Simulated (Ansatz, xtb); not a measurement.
# Two structures of C2H5K

Structure X is a singlet given by its coordinates and structure Y is `C[CH2][K]`, a singlet. Both are gas-phase species (loosely bound parts included), relaxed with PBE0-D3(BJ)/def2-SVP.

X (Å):

| atom | x (Å) | y (Å) | z (Å) |
| --- | --- | --- | --- |
| C | -0.4234 | -1.0512 | 0.1040 |
| C | -0.8243 | 0.2178 | 0.2076 |
| K | 2.4188 | 0.2193 | -0.9914 |
| H | 0.4391 | -1.4239 | 0.6738 |
| H | -0.3209 | 0.9142 | 0.8887 |
| H | -1.6843 | 0.6056 | -0.3480 |
| H | -0.9400 | -1.7608 | -0.5514 |
| H | 3.0506 | -0.9340 | 0.8916 |

Close contacts (Å): C1–C2 1.33, C1–K3 3.30, C1–H4 1.10, C1–H7 1.10, C2–H5 1.10, C2–H6 1.09, K3–H8 2.30.

Y (Å):

```xyz
8

C    -0.5686    0.1586    1.1171
C    -0.4314    0.0755   -0.3986
K     2.1166    0.0221   -1.3328
H    -0.0888    1.0638    1.5341
H    -0.9522    0.9317   -0.8711
H    -1.6171    0.1802    1.4919
H    -0.0905   -0.6965    1.6305
H    -0.9537   -0.8263   -0.7748
```

Quicker runs give these differences E(Y) − E(X): GFN2-xTB +10.7 kcal/mol; HF/STO-3G −61.5 kcal/mol (at GFN2-xTB geometries); r2SCAN-D4/def2-SVP −37.2 kcal/mol (at GFN2-xTB geometries).

**Question.** Which of the two would you expect CCSD(T)/def2-TZVPP electronic energies to favour?

**Answer.** Structure Y; the calculation gives E(Y) − E(X) = −16.2 kcal/mol.

Level by level:

| level | geometry | E(Y) − E(X) (kcal/mol) | departure from the last row (kcal/mol) | job, with rough time for the two |
| --- | --- | --- | --- | --- |
| GFN2-xTB | GFN2-xTB | +10.7 | +26.9 | optimisation, 0.59 s |
| HF/STO-3G | GFN2-xTB | −61.5 | −45.2 | single point, 0.83 s |
| r2SCAN-D4/def2-SVP | GFN2-xTB | −37.2 | −20.9 | single point, 5.6 s |
| PBE0-D3(BJ)/def2-SVP | PBE0-D3(BJ)/def2-SVP | −19.7 | −3.5 | optimisation, 2.3 min |
| HF/def2-TZVPP | PBE0-D3(BJ)/def2-SVP | −7.5 | +8.8 | part of the CCSD(T) run |
| MP2/def2-TZVPP | PBE0-D3(BJ)/def2-SVP | −19.9 | −3.6 | part of the CCSD(T) run |
| CCSD(T)/def2-TZVPP | PBE0-D3(BJ)/def2-SVP | −16.2 |  | single point, 85 s |

GFN2-xTB puts the two in the other order. The largest departure from CCSD(T)/def2-TZVPP is that of HF/STO-3G, 45.2 kcal/mol.

With harmonic frequencies from PBE0-D3(BJ)/def2-SVP (ideal gas, rigid rotor, one conformer each, 298.15 K, 1 atm): the zero-point term adds +4.1 kcal/mol; ΔH is −13.0 and ΔG −10.7 kcal/mol.

The correlated steps freeze 7 core orbitals; the last core shell of K is correlated, in a basis made for valence electrons. Mirror images aren't counted in ΔG. Codes used: Ansatz 0.2.0, xtb 6.7.1; the last row on 2 threads of Intel(R) Xeon(R) Processor @ 2.50GHz (Skylake/Cascade Lake) on a shared host.
